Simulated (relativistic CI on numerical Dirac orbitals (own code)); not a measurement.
Forbidden lines of Fe⁺

Calculated at this level of theory: Dirac-Coulomb-Breit CI, KLI orbitals optimised for each configuration, a model potential for QED, valence Slater integrals scaled by 0.85, P86 correlation energy added to each configuration (own radial code, finite nucleus).

Configuration list (outside the closed core [Ar]): 3d⁶4s, 3d⁷, 3d⁵4s², 3d⁶4p, 3d⁵4s4p, 3d⁶4d, 3d⁶4f, 3d⁶5s, 3d⁶5p, 3d⁶6s, 3d⁴4s4p², 3d⁶6p, 3d⁴4s²4p. Levels of other configurations are missing.

| λ vac (nm) | Lower | Upper | Type | A (s⁻¹) | log gf |
| --- | --- | --- | --- | --- | --- |
| 700.99 | 3d⁷ ⁴F9/2 [6] | 3d⁷ ²G7/2 [22] | M1 | 4.14e-03 | -9.61 |
| 724.80 | 3d⁷ ⁴F9/2 [6] | 3d⁷ ²G9/2 [21] | M1 | 1.17e-01 | -8.04 |
| 727.07 | 3d⁷ ⁴F7/2 [7] | 3d⁷ ²G7/2 [22] | M1 | 4.41e-02 | -8.55 |
| 747.57 | 3d⁷ ⁴F5/2 [8] | 3d⁷ ²G7/2 [22] | M1 | 3.41e-02 | -8.64 |
| 752.72 | 3d⁷ ⁴F7/2 [7] | 3d⁷ ²G9/2 [21] | M1 | 3.88e-02 | -8.48 |
| 23364.0 | 3d⁶4s ⁴D7/2 [10] | 3d⁶4s ⁴D5/2 [11] | M1 | 2.41e-03 | -6.93 |
| 26750.2 | 3d⁶4s ⁶D9/2 [1] | 3d⁶4s ⁶D7/2 [2] | M1 | 1.96e-03 | -6.78 |
| 35088.7 | 3d⁶4s ⁴D5/2 [11] | 3d⁶4s ⁴D3/2 [12] | M1 | 1.31e-03 | -7.02 |
| 36188.8 | 3d⁶4s ⁶D7/2 [2] | 3d⁶4s ⁶D5/2 [3] | M1 | 1.46e-03 | -6.76 |
| 52363.3 | 3d⁶4s ⁶D5/2 [3] | 3d⁶4s ⁶D3/2 [4] | M1 | 6.76e-04 | -6.95 |
| 60715.3 | 3d⁶4s ⁴D3/2 [12] | 3d⁶4s ⁴D1/2 [13] | M1 | 3.61e-04 | -7.40 |
| 89047.5 | 3d⁶4s ⁶D3/2 [4] | 3d⁶4s ⁶D1/2 [5] | M1 | 1.78e-04 | -7.37 |

Terms are leading LS components. Brackets give the number of a level in order of energy, since labels repeat. The list gives strong lines, with weight on those to low levels, among the lowest 200 of 2862 levels, so that lines to higher ones, which can be the strongest, are missing, and without lines across small gaps between configurations, and without 13 lines that miss the measured interval by over 3.5 %, start from a term whose rates miss tabulated ones by over 60 %, have gauges far apart or, lacking measured levels, span too small a gap for the errors found; lines with a level outside our table were not tested and can miss by more. Levels whose partners in the same complex of configurations lie outside the list can be far off, and so can their lines. Rates are taken at the computed energies, electric ones in the length gauge.

For a near-neutral ion this model can misplace configurations by up to about 10,000 cm⁻¹ (more where the count of f electrons changes) and terms by 10 to 25 % of their spread. Rates follow the energies as ν³ (E1, M1) or ν⁵ (E2), so they and the lifetimes can be off by large factors. The fine structure of a lone outer electron comes out too small, for d and f at times inverted, and misplaced configurations move strength between like terms. 127 of the 132 excited levels that our extract of the measured tables holds in this range could be paired (the sources list more); they are missed by 2205 cm⁻¹ on average and 7279 at most, and levels without a partner can miss by more.

From the table, what is the radiative lifetime of 3d⁷ ²G7/2?

The listed rates from this level add up to about 8.24e-02 s⁻¹, 97 % of its decay; with all channels τ = 1.18e+01 s.

LS names give the leading component of a level, which can be under half, so a name can repeat, a term be missing and a line seem to break the LS rules.
